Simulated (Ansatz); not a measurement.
Basis sets compared for the cluster Cd₄ (the lowest singlet isomer of a short search). The state is a singlet with charge 0. Geometry B3LYP/def2-SVP. Ansatz on 4 threads of Arm Neoverse V1 on a shared host; times are rough, and most runs start from earlier orbitals.

```csv
atom,x (Å),y (Å),z (Å)
Cd1,1.501,0.110,1.529
Cd2,-1.941,0.225,0.885
Cd3,0.120,-1.902,-0.984
Cd4,0.320,1.567,-1.430
```

In the def2 sets Cd takes a core potential; there is no spin–orbit coupling. The structure comes from a short search, and lower isomers may exist.

Binding counts from free atoms (Cd singlet) in the same basis, without a counterpoise term.

```json
{"level": "PBE/def2-SVP", "functions": "124", "energy (Eh)": "-671.0040", "HOMO (eV)": "-5.39", "LUMO (eV)": "-2.17", "binding per atom (eV)": "0.12", "wall time": "1.6 s"}
{"level": "PBE/def2-TZVP (with forces)", "functions": "160", "energy (Eh)": "-671.1747", "HOMO (eV)": "-5.40", "LUMO (eV)": "-2.19", "binding per atom (eV)": "0.13", "wall time": "2.3 s"}
{"level": "r2SCAN/def2-TZVP", "functions": "160", "energy (Eh)": "-671.3673", "HOMO (eV)": "-5.57", "LUMO (eV)": "-2.09", "binding per atom (eV)": "0.17", "wall time": "5.5 s"}
{"level": "PBE0/def2-SVP", "functions": "124", "energy (Eh)": "-670.9528", "HOMO (eV)": "-5.99", "LUMO (eV)": "-1.64", "binding per atom (eV)": "0.11", "wall time": "2.9 s"}
{"level": "PBE0/def2-TZVP", "functions": "160", "energy (Eh)": "-671.1169", "HOMO (eV)": "-5.99", "LUMO (eV)": "-1.65", "binding per atom (eV)": "0.12", "wall time": "3.2 s"}
```

Q: Estimate the rows for PBE/def2-TZVPD, r2SCAN/def2-TZVPD, PBE0/def2-TZVPD.

A: 
| level | functions | energy (Eh) | HOMO (eV) | LUMO (eV) | binding per atom (eV) | wall time |
| --- | --- | --- | --- | --- | --- | --- |
| PBE/def2-TZVPD | 160 | -671.1747 | -5.40 | -2.19 | 0.13 | 1.8 s |
| r2SCAN/def2-TZVPD | 160 | -671.3673 | -5.57 | -2.09 | 0.17 | 5.5 s |
| PBE0/def2-TZVPD | 160 | -671.1169 | -5.99 | -1.65 | 0.12 | 3 s |
